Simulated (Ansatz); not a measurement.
Reaction (ligand exchange at a B–N bond): `B[NH][GaH][O][SiH3]` + `CCN[SiH3]` → `BN([SiH3])CC` + `[NH2][GaH][O][SiH3]`

Program: Ansatz. Geometries: PBE0-D4/def2-TZVP. ΔE: electronic, gas phase. CCSD(T)/CBS is the MP2 limit (def2-TZVPP, def2-QZVPP) plus CCSD(T) − MP2 in def2-TZVPP, frozen cores. Functionals use def2-TZVPP. For Ga outer-core shells are correlated without core-valence functions, which leaves a few kJ/mol of doubt a bond. Scalar relativity is left out up to krypton. One conformer a species, not always the lowest.

| level | ΔE (kJ/mol) |
| --- | --- |
| BLYP | -0.2 |
| CCSD/def2-TZVPP | -5.7 |

What does CCSD(T)/CBS give? (Best estimate.)

The calculation gave: -9.7 kJ/mol. The listed levels differ from it by 9.5, 4.0 kJ/mol.

What do rigid-rotor, harmonic-oscillator terms from PBE0-D4/def2-TZVP frequencies (298.15 K, 1 bar) make of the CCSD(T)/CBS value? (Best estimate.)

The calculation gave: ΔZPE = -0.9 kJ/mol, ΔH = -10.6 kJ/mol, ΔS = -2 J/(mol·K), ΔG = -10.0 kJ/mol. Modes under 50 cm⁻¹ make the entropy rough.

Largest T1 diagnostic among the species: 0.014.

Leaving LDA and LC-ωPBE aside and taking each functional with its dispersion term where it has one, the values, not all of them listed here, spread over 4.3 kJ/mol, from revPBE-D4 to BHLYP-D4. LDA lies −8.8 kJ/mol from PBE without D4. In def2-TZVPP, CCSD(T) changes the Hartree–Fock value by −13.7 kJ/mol (the triples alone add −2.2 kJ/mol) and MP2 by −15.0 kJ/mol. The D4 term adds −5.7 kJ/mol with B3LYP and −3.2 kJ/mol with PBE0; it sums over pairs of atoms, weighted by their polarisabilities, and B3LYP, whose exchange is more repulsive, gets the larger term.

CCSD(T)/CBS has its own doubt, a few kJ/mol and more with outer-core shells, so smaller differences from it don't rank the levels.

B3LYP here is the variant with VWN-RPA as its local correlation; programs differ in this.
